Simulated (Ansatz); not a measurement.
AlBF₂H₂S, SMILES `B[S][Al]([F])[F]`, relaxed with RKS PBE-D4/def2-SVP in Ansatz from a rough embedded geometry. The force threshold is 0.03 eV/Å; the program also tests the step.

Charge 0, multiplicity 1.

Start:

```xyz
7

B     0.193   -0.864   -1.204
S    -0.030   -1.471    0.525
Al   -0.177    0.642    1.251
F     1.267    1.642    1.750
F    -1.786    1.486    1.322
H    -0.743   -0.758   -1.973
H     1.276   -0.675   -1.672
```

(1) By how much does the energy fall, and how many steps does the optimiser take? (Best estimate.)

(2) Which bonds change most? (Estimate.)

(3) Give the relaxed structure. (An estimate is asked.)

Answers

(1) Ansatz gave: 146.72 kJ/mol, in 15 steps, 1 of them rejected.

(2) Ansatz gave: B1–Al3 from 2.904 to 2.326 Å; Al3–F4 from 1.827 to 1.670 Å; Al3–F5 from 1.818 to 1.670 Å; B1–S2 from 1.847 to 1.772 Å.

(3) The calculation gave: 
```xyz
7

B    -0.005   -0.811   -0.953
S    -0.469   -1.570    0.579
Al   -0.044    0.579    0.911
F     1.447    1.046    1.499
F    -1.299    1.679    0.981
H     0.086   -1.345   -2.034
H     0.284    0.422   -0.983
```
